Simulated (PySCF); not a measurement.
# Ionisation energy of Pb⁴⁴⁺ by level of theory

Pb⁴⁴⁺ [Kr] 4d2 (3F) → Pb⁴⁵⁺ [Kr] 4d1 (2D), as a difference of total energies. Calculation: PySCF 2.14, in an uncontracted even-tempered set (17 s from 5.2 bohr⁻², ratio 2.5; 12 p from 6.7 bohr⁻², ratio 2.5; 8 d from 6.7 bohr⁻², ratio 2.5; 4 f from 27 bohr⁻², ratio 2.7; 3 g from 41 bohr⁻², ratio 2.7); the non-relativistic Hamiltonian (point nucleus). Correlated levels: outer shells: [Ar] 3d10 frozen; virtual orbitals above 40 to 60 times the deepest correlated orbital energy dropped. The calculations carry no spin-orbit coupling.

```
                method  ionisation energy (eV)
                   UHF                  2208.8
                   LDA                  2210.5
                   PBE                  2210.6
                  PBE0                  2210.6
                r2SCAN                  2210.4
                 TPSSh                  2210.6
                PBEsol                  2210.4
    MP2 (outer shells)                  2208.3
SCS-MP2 (outer shells)                  2208.3
```

Spin-orbit coupling is strong in these open shells (close to jj coupling). The scalar numbers leave it out and a first-order estimate fails, so it can dominate the gap to the real levels.

The gap to the reference is mostly relativistic.

For comparison: 2230 ± 4 eV (theoretical estimate listed by NIST; NIST Atomic Spectra Database, ionization energies).
